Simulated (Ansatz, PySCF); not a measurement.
This PySCF input computes a CCSD(T)/cc-pVDZ energy:

```python
from pyscf import gto, scf, mp, cc as ccmod

mol = gto.M(
    atom='''
    O     1.72672343   -0.86871458   -0.67641087
    C     1.18174872    0.10347818   -0.25439117
    C    -0.31702514    0.12817975    0.11483282
    F    -0.44622212    0.46472768    1.41214200
    F    -0.91571287   -1.03781772   -0.08897633
    F    -0.93666235    1.07162719   -0.61928171
    H     1.68524708    1.07293467   -0.08631850
    ''',
    basis='cc-pvdz',
    charge=0,
    spin=0,
    verbose=4,
)

mf = scf.RHF(mol)
mf.conv_tol = 1e-10
mf.max_cycle = 100
mf.kernel()
mp2 = mp.MP2(mf, frozen=6).run()
cc = ccmod.CCSD(mf, frozen=6)
cc.max_cycle = 100
cc.kernel()
et = cc.ccsd_t()
print(f'E(CCSD(T)) = {cc.e_tot + et:.9f}')
```

Write an input for the same energy in Ansatz (a quantum-chemistry and plane-wave program) and say what it gives.


Ansatz 0.2 input:
```yaml
crystal:
  periodic: [false, false, false]
  atoms:
    - {symbol: O, position_ang: [1.72672343, -0.86871458, -0.67641087]}
    - {symbol: C, position_ang: [1.18174872, 0.10347818, -0.25439117]}
    - {symbol: C, position_ang: [-0.31702514, 0.12817975, 0.11483282]}
    - {symbol: F, position_ang: [-0.44622212, 0.46472768, 1.41214200]}
    - {symbol: F, position_ang: [-0.91571287, -1.03781772, -0.08897633]}
    - {symbol: F, position_ang: [-0.93666235, 1.07162719, -0.61928171]}
    - {symbol: H, position_ang: [1.68524708, 1.07293467, -0.08631850]}
basis:
  gaussian:
    orbitals: cc-pVDZ
magnetization: {spin_polarized: false}
correlation: {method: ccsd_t, electrons: outside_noble_gas}
```
It gives -450.54248 Eh, and PySCF -450.54249 Eh, a difference of 0.01 mEh.
